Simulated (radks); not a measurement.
The numbers below are computed, except where a source is named.
Cs X, 46 electrons, occupied as [Kr] 4d10 (the NIST ground configuration). Level of theory: scalar-relativistic Kohn-Sham, LB94 model potential, spin-polarised, spherical densities, finite nucleus; Fermi nuclear charge, rms radius 4.8041 fm (a radial shooting solver on a logarithmic mesh with Libxc functionals).

Unscreened Slater integrals over Kohn-Sham orbitals (cm^-1). They are taken over the spin-up orbitals. Empty in this configuration: 5s.

integral    value
F0(4d,4d)  241880
F2(4d,4d)  123440
F4(4d,4d)   82452
F0(4d,4p)  253920
F2(4d,4p)  130250
G1(4d,4p)  165880
G3(4d,4p)  103400
F0(4d,4s)  260470
G2(4d,4s)  127740
F0(4d,3d)  319650
F2(4d,3d)   74984
F4(4d,3d)   34860
G0(4d,3d)   23600
G2(4d,3d)   28395
G4(4d,3d)   21913
F0(4d,5s)  161120
G2(4d,5s)   21621
F0(4p,4p)  268220
F2(4p,4p)  140890
F0(4p,4s)  275980
G1(4p,4s)  187890
F0(4p,3d)  345620
F2(4p,3d)   86596
G1(4p,3d)   27275
G3(4p,3d)   26958
F0(4p,5s)  164180
G1(4p,5s)   15065
F0(4s,4s)  284610
F0(4s,3d)  362170
G2(4s,3d)   29901
F0(4s,5s)  165780
G0(4s,5s)   10619
F0(3d,3d)  731030
F2(3d,3d)  367800
F4(3d,3d)  235480
F0(3d,5s)  182770
G2(3d,5s)  6500.2
F0(5s,5s)  134980
